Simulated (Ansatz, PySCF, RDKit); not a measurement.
Torsion H3–C1–Sn2–H6 in CH6Sn (SMILES [CH3][SnH3]); at each angle all else is relaxed with GFN2-xTB, and the levels are single points there.
Geometry at 60° (charge 0, multiplicity 1):
```xyz
8

C     -1.15745    -0.08162     0.01102
Sn     0.98420     0.05130    -0.01186
H     -1.56842     0.54739     0.79210
H     -1.47236    -1.10271     0.19225
H     -1.56781     0.23991    -0.93917
H      1.64385    -0.43440     1.42978
H      1.49900     1.60322    -0.28732
H      1.64475    -0.90099    -1.19768
```

On the grid 0° to 120°, 0° is the highest and 60° the lowest point at MP2/CBS(def2-TZVPP, def2-QZVPP) + ΔCCSD(T)/def2-TZVPP.

Cores are frozen in the correlated methods. Filled d and f shells under p-block atoms count as core. Rows in 3-21G carry no dispersion term and start afresh at each structure; the Pople sets are all-electron and without relativity.

Programs: Ansatz (a first-principles code); PySCF for 3-21G rows, the dispersion terms; RDKit for the force fields. Values without a source in brackets are computed. In def2 rows elements past Kr take small-core potentials, without spin–orbit coupling.

```csv
level,energy at 0° less that at 60° (kcal/mol)
UFF,0.70
HF/def2-SVP,0.62
PBE-D3(BJ)/def2-TZVPP,0.48
r2SCAN-D4/def2-TZVPP,0.55
B3LYP/3-21G,…
B3LYP-D3(BJ)/def2-TZVPP,0.51
MP2/def2-TZVPP,0.62
CCSD/def2-SVP,0.63
CCSD(T)/def2-TZVPP,0.59
```

Problem. What belongs in the gaps?

Solution. 
- B3LYP/3-21G, energy at 0° less that at 60° (kcal/mol): 0.44
